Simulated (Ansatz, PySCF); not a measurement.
C3H3BF2, SMILES C#CB(F)CF. Atoms are numbered in the order given.

```xyz
9

C      0.9441     2.2827     0.0000
C      0.2435     1.2871     0.0000
B     -0.5974     0.0155     0.0000
F     -1.9271     0.1027     0.0000
C      0.0145    -1.4370     0.0000
F      1.3955    -1.4581     0.0000
H      1.5617     3.1628     0.0000
H     -0.3623    -1.9915     0.8837
H     -0.3623    -1.9915    -0.8837
```

The structure is a stationary point at B3LYP-D3(BJ)/def2-SVP. This is a generated structure with no PubChem entry under its InChIKey; it may be hypothetical. The values are those of a single conformer.

Two levels are set side by side: PBE-D3(BJ)/def2-SVP (Ansatz, a program for electronic structure) and B3LYP-D3(BJ)/def2-SVP (Ansatz). Each level has its own optimised geometry; the coordinates shown are those of the second. Frequencies come from the Hessian of PySCF at each geometry. Differences are taken from unrounded values.

| quantity | B3LYP-D3(BJ) |
|---|---|
| mean bond length (Å) | 1.291 |
| bond C1–C2 (Å) | 1.217 |
| bond C2–B3 (Å) | 1.525 |
| bond B3–F4 (Å) | 1.333 |
| bond B3–C5 (Å) | 1.576 |
| bond C5–F6 (Å) | 1.381 |
| bond C1–H7 (Å) | 1.075 |
| bond C5–H8 (Å) | 1.109 |
| bond C5–H9 (Å) | 1.109 |
| highest harmonic wavenumber (cm⁻¹) | 3457 |
| mean harmonic wavenumber (cm⁻¹) | 1162 |
| zero-point energy (kcal/mol) | 34.87 |

What does PBE-D3(BJ) give, and how far is it from B3LYP-D3(BJ)? (An estimate is asked for; the answer gives what the named calculation found.)


```json
[
 {"quantity": "mean bond length (Å)", "PBE-D3(BJ)": "1.298", "PBE-D3(BJ) minus B3LYP-D3(BJ)": "0.007"},
 {"quantity": "bond C1–C2 (Å)", "PBE-D3(BJ)": "1.229", "PBE-D3(BJ) minus B3LYP-D3(BJ)": "0.012"},
 {"quantity": "bond C2–B3 (Å)", "PBE-D3(BJ)": "1.527", "PBE-D3(BJ) minus B3LYP-D3(BJ)": "0.003"},
 {"quantity": "bond B3–F4 (Å)", "PBE-D3(BJ)": "1.342", "PBE-D3(BJ) minus B3LYP-D3(BJ)": "0.010"},
 {"quantity": "bond B3–C5 (Å)", "PBE-D3(BJ)": "1.580", "PBE-D3(BJ) minus B3LYP-D3(BJ)": "0.004"},
 {"quantity": "bond C5–F6 (Å)", "PBE-D3(BJ)": "1.385", "PBE-D3(BJ) minus B3LYP-D3(BJ)": "0.004"},
 {"quantity": "bond C1–H7 (Å)", "PBE-D3(BJ)": "1.083", "PBE-D3(BJ) minus B3LYP-D3(BJ)": "0.008"},
 {"quantity": "bond C5–H8 (Å)", "PBE-D3(BJ)": "1.119", "PBE-D3(BJ) minus B3LYP-D3(BJ)": "0.010"},
 {"quantity": "bond C5–H9 (Å)", "PBE-D3(BJ)": "1.119", "PBE-D3(BJ) minus B3LYP-D3(BJ)": "0.010"},
 {"quantity": "highest harmonic wavenumber (cm⁻¹)", "PBE-D3(BJ)": "3392", "PBE-D3(BJ) minus B3LYP-D3(BJ)": "-66"},
 {"quantity": "mean harmonic wavenumber (cm⁻¹)", "PBE-D3(BJ)": "1126", "PBE-D3(BJ) minus B3LYP-D3(BJ)": "-36"},
 {"quantity": "zero-point energy (kcal/mol)", "PBE-D3(BJ)": "33.80", "PBE-D3(BJ) minus B3LYP-D3(BJ)": "-1.07"}
]
```

Exact exchange shortens and stiffens bonds; PBE has none. Differences between two approximate levels are no errors against the true value.
